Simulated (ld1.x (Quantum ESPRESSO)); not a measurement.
## Before and after: TM potential for calcium

calcium, norm-conserving Troullier–Martins (Kleinman–Bylander form), made with ld1.x (Quantum ESPRESSO) 7.5 (PBEsol, scalar-relativistic). Core [Ne] 3s2, reference 3p6 3d0 4s1.75 4p0 (charge +0.25). Waves: 4s (bound): rc 3.70 bohr; 3p (bound): rc 1.70 bohr; 3d (bound, empty): rc 2.65 bohr. Local part: all-electron potential smoothed inside 2.85 bohr (lloc = -1). Core correction: Bessel-smoothed model core, default radius (core density twice the valence density).

Change: wave 4s (bound): rc 3.70 bohr becomes 4s (bound): rc 3.78 bohr.

Cutoffs: the cutoffs (Ry, on a coarse ladder) from which the occupation-weighted sum of valence levels, in a spherical-Bessel basis at the reference potential, stays within 10 and 1 mRy of its value at 400 Ry; they do not see the model core or the augmentation charge, which bear on the density cutoff. Errors are all-electron minus pseudo energies relative to the spin-unpolarised reference configuration.

Q: What does the change do?

A: The potential gets neither clearly harder nor softer (30 Ry and 50 Ry → 30 Ry and 50 Ry); of the 7 tests that both files solve, the error grows in 2 and shrinks in 2 by more than 15 % and 0.3 meV (median size 3.2 → 3.0 meV); neither file shows a bound ghost.

```tsv
quantity	base	changed
cutoff, loose	30 Ry	30 Ry
cutoff, tight	50 Ry	50 Ry
bound ghosts	none	none
error for 3p6 3d0 4s2 4p0, meV [ΔE -1.09 eV]	+0.4	+0.4
error for 3p6 3d0 4s1 4p0, meV [ΔE 5.21 eV]	+3.2	+3.0
error for 3p6 3d0 4s0 4p0, meV [ΔE 16.89 eV]	-13	-18
error for 3p6 3d1 4s0 4p0, meV [ΔE 6.53 eV]	-25	-20
error for 3p6 3d1 4s1 4p0, meV [ΔE 1.18 eV]	-4.7	-2.0
error for 3p6 3d0 4s1.5 4p0, meV [ΔE 1.41 eV]	+0.4	+0.4
error for 3p6 3d0.5 4s1.5 4p0, meV [ΔE -0.05 eV]	+3.0	+4.1
```
